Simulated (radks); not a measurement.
Task: Neutral silver, [Kr] 4d10 5s1. All-electron calculation, non-relativistic Kohn-Sham, exchange-only B88, spin-polarised, spherical densities, point nucleus. Program: a radial shooting solver on a logarithmic mesh with Libxc functionals. Every spin shell is full or empty, so the densities are truly spherical. Functionals are evaluated on that one density, not self-consistently. Rank these exchange functionals by their error against the exact value of the orbitals, and give that value: LDA, PBEsol, revPBE, RPBE, PW86, OPTX, WC, EV93, r2SCAN, MS2, MVS.

Result: Exact: -143.821 hartree. From best to worst, with 100 (|E| - |E exact|)/|E exact| (equal figures are ties): r2SCAN -0.05, MVS +0.10, PW86 -0.11, RPBE -0.17, EV93 -0.21, revPBE -0.23, MS2 -0.52, WC -0.83, OPTX +1.21, PBEsol -2.26, LDA -4.92.
